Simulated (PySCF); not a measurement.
Vertical excitations of a molecule C8H6 from TDA-PBE/def2-SVPD run with PySCF, as energy in eV (oscillator strength): 2.22 (0.002), 3.10 (0.005), 3.57 (0.018), 4.80 (0.000), 5.10 (0.003), 5.11 (0.622). Lowest triplet (TDA): 2.20 eV. Geometry: B3LYP-D3(BJ)/def2-SVP. Other conformers were not sampled.

### Question
Pick the molecule that these values belong to.
(A) C#CC(C#C)C#CC
(B) C#CC(=C=CC)C#C
(C) C1=CC(=C2C=C2)C=C1
(D) C#CC=C=CC#CC

### Answer
C, C1=CC(=C2C=C2)C=C1
